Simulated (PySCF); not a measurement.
## Correlation energy of S⁺ (sulfur, charge +1)

[Ne] 3s2 3p3, high-spin 4S determinant. Calculation: PySCF 2.14, in x2c-TZVPall (5s5p2d1f, 37 functions); the spin-free X2C one-electron Hamiltonian (Gaussian nucleus). Frozen: [Ne]; 5 electrons correlated.

MP2 pair energies summed by pair of shells (mhartree):

```tsv
pair	energy	share (%)
3s-3p	-57.60	65.9
3p-3p	-20.25	23.2
3s-3s	-9.61	11.0
```

Total MP2 correlation energy: -87.46 mhartree.

Same-spin part -23.70 and opposite-spin part -63.76 mhartree; SCS-MP2 scales them by 1/3 and 6/5 to -84.41 mhartree.

```json
{"level": "CCSD", "correlation energy (mhartree)": "-107.50"}
{"level": "(T)", "correlation energy (mhartree)": "-3.46"}
{"level": "CCSD(T)", "correlation energy (mhartree)": "-110.96"}
```

Diagnostics: T1 = 0.0028, D1 = 0.0064, largest double amplitude 0.062.

Cost of the coupled-cluster step: 0.39 s of wall time on 1 thread of Neoverse-V1 (shared host), for 5 correlated electrons.
